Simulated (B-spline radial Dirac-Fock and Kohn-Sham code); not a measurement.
**How the levels of tantalum move as electrons are removed**

Level of theory: Dirac-Fock (average of configuration) total-energy differences with a finite nucleus, the Breit interaction including its frequency dependence, and self-energy and vacuum-polarisation corrections; a B-spline atomic structure program. Each ion is free and in its tabulated ground configuration. The model has no electron correlation.

Reference: Ta²⁸⁺, [Kr] 4d9, with L1 (2s) 12700.3 eV, L3 (2p3/2) 10892.4 eV, M2 (3p1/2) 3483.1 eV, M3 (3p3/2) 3206.5 eV, N2 (4p1/2) 1377.0 eV, Kα1 (K-L3) 57521.0 eV, Kβ1 (K-M3) 65206.8 eV, Lℓ (L3-M1) 7166.6 eV. Shifts from it, in eV (a dash: the subshell is empty, belongs to an open shell averaged over j, or its hole state is left out as unreliable):

```
  ion  configuration  L1 (2s)  L3 (2p3/2)  M2 (3p1/2)  M3 (3p3/2)  N2 (4p1/2)    Kα1     Kβ1      Lℓ
Ta²⁹⁺       [Kr] 4d8    +65.7       +65.8       +60.7       +60.1       +48.5  +0.56   +6.23   +5.46
Ta³⁰⁺       [Kr] 4d7   +132.6      +132.8      +122.4      +121.2       +97.7  +1.17  +12.78  +11.17
Ta³¹⁺       [Kr] 4d6        ?           ?           ?           ?           ?      ?       ?       ?
Ta³²⁺       [Kr] 4d5   +269.7      +270.2      +248.4      +245.9      +197.6  +2.55  +26.84  +23.37
```

Question: Give the missing shifts for Ta³¹⁺.

Answer: L1 (2s) +200.6, L3 (2p3/2) +200.9, M2 (3p1/2) +184.9, M3 (3p3/2) +183.1, N2 (4p1/2) +147.4, Kα1 +1.83, Kβ1 +19.65, Lℓ +17.14 (eV).

Over this range L1 (2s) moves by +269.7 eV and Kα1 by +2.6 eV: a line is a difference of two levels that shift in the same direction.

Values without a named source are computed, but for edge energies of neutral atoms, which are taken from tables.
